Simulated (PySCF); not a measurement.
# NMR parameters from quadrupole coupling constants

Compound: C₅H₉ClOSi.
Atom-mapped SMILES: `[OH:1][C@@H:2]1[CH:3]=[CH:4][C@H:5]([Cl:6])[C@H:7]1[SiH3:8]` (hydrogens: H9 on O1; H10 on C2; H11 on C3; H12 on C4; H13 on C5; H14 on C7; H15, H16, H17 on Si8)

Structure used (GFN2-xTB), in Å, numbered top down from 1:
```
atom  x, y, z in Å
O1     0.178    2.216   -0.822
C2    -0.162    0.855   -0.826
C3    -1.641    0.574   -0.742
C4    -1.911   -0.413    0.096
C5    -0.668   -0.958    0.722
Cl6   -0.857   -1.142    2.497
C7     0.423    0.058    0.366
Si8    2.138   -0.705    0.048
H9    -0.180    2.623   -0.024
H10    0.227    0.483   -1.783
H11   -2.348    1.134   -1.329
H12   -2.879   -0.821    0.329
H13   -0.447   -1.965    0.356
H14    0.495    0.766    1.200
H15    3.075    0.365   -0.281
H16    2.556   -1.417    1.254
H17    1.993   -1.641   -1.071
```

Computed at PBE0/pcSseg-1 (PySCF, non-relativistic):

```json
{"atom": "O1", "environment": "alcohol oxygen", "nucleus": "17O", "spin I": "5/2", "Q (b)": "-0.0256", "CQ = χzz (MHz)": "-11.423", "η": "1.000"}
{"atom": "Cl6", "environment": "alkyl chlorine", "nucleus": "35Cl", "spin I": "3/2", "Q (b)": "-0.0817", "CQ = χzz (MHz)": "-73.881", "η": "0.034"}
```

**Question.** At 18.8 T, set νQ = 3|CQ|/[2I(2I − 1)] beside the Larmor frequency (|g| × 7.62259 MHz/T × B; g(17O) = −0.75752, g(35Cl) = 0.54792), and give PQ = |CQ|√(1 + η²/3).

**Answer.** 
| atom | PQ (MHz) | νQ (MHz) | ν0 (MHz) | νQ/ν0 |
| --- | --- | --- | --- | --- |
| O1 | 13.19 | 1.713 | 108.56 | 0.016 |
| Cl6 | 73.90 | 36.94 | 78.52 | 0.470 |

For O1: PQ = 11.42 × 1.1547, νQ = 11.42 × 0.1500, ν0 = 5.7742 MHz/T × 18.8 T.

For Cl6 νQ isn't small against ν0, so the high-field expansions of solid-state NMR fail there at this field.

**Question.** Second-order quadrupolar shift of the central transition's centre of gravity (half-integer spins, νQ < ν0/10) at 18.8, 23.5 and 28.2 T.

**Answer.** δ = −(3/40)(PQ/ν0)² [I(I + 1) − 3/4]/[I²(2I − 1)²], in ppm:

```json
{"site": "17O at O1", "18.8 T": "-88.6", "23.5 T": "-56.7", "28.2 T": "-39.4"}
```

Solvent, lattice and vibrations would change these gradients. The structure is a single GFN2-xTB conformer in the gas phase; no vibrational or solvent corrections. GFN2-xTB bond lengths can be off by several hundredths of an ångström, more for odd bonds, and the gradients follow them. With so small a basis the couplings can be 20 % off.

These values come from a run that also computed NMR shieldings. Time: 73 s of wall time (with the writing of density and orbital grids); peak memory 0.87 GiB. Hardware: one thread, Arm Neoverse N1 (aarch64), shared host with 64 logical CPUs at a one-minute load of 56.
